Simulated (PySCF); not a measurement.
oxepine (C6H6O), SMILES C1=CC=COC=C1.

The structure is a stationary point at PBE0-D3(BJ)/def2-SVP.

All values below come from PBE0-D3(BJ)/def2-SVP in PySCF.

No scaling factor is applied to the harmonic values.

```tsv
mode	ν (cm⁻¹)	IR (km/mol)	moving atoms (share of kinetic energy)
1	176	4.9	O 45 %, C 37 %, H 18 %
2	253	2.3	C 68 %, H 32 %
3	365	9.2	C 53 %, O 28 %, H 18 %
4	398	12.5	C 60 %, H 37 %
5	452	1.2	C 83 %, H 12 %
6	640	0.4	C 75 %, H 23 %
7	757	83.0	H 70 %, C 29 %
8	769	20.6	H 69 %, C 31 %
9	778	1.7	C 42 %, H 40 %, O 17 %
10	846	5.9	C 52 %, H 38 %, O 10 %
11	913	1.8	C 72 %, H 24 %
12	951	5.7	C 70 %, H 16 %, O 14 %
13	953	0.9	H 64 %, C 35 %
14	956	0.1	H 62 %, C 37 %
15	998	1.2	H 63 %, C 35 %
16	1011	2.7	H 49 %, C 44 %
17	1012	18.0	C 46 %, H 42 %, O 13 %
18	1118	53.2	H 54 %, C 23 %, O 22 %
19	1216	0.1	H 93 %
20	1228	7.4	H 86 %, C 11 %
21	1279	65.3	H 53 %, C 25 %, O 22 %
22	1350	0.4	H 85 %, C 13 %
23	1422	3.8	H 62 %, C 37 %
24	1459	3.5	H 50 %, C 50 %
25	1680	6.0	C 95 %
26	1705	16.7	C 93 %
27	1733	24.2	C 89 %, H 10 %
28	3182	4.9	H 92 %
29	3188	1.7	H 92 %
30	3189	2.1	H 92 %
31	3203	23.6	H 91 %, C 9 %
32	3210	21.2	H 91 %, C 9 %
33	3214	0.6	H 91 %, C 9 %
```
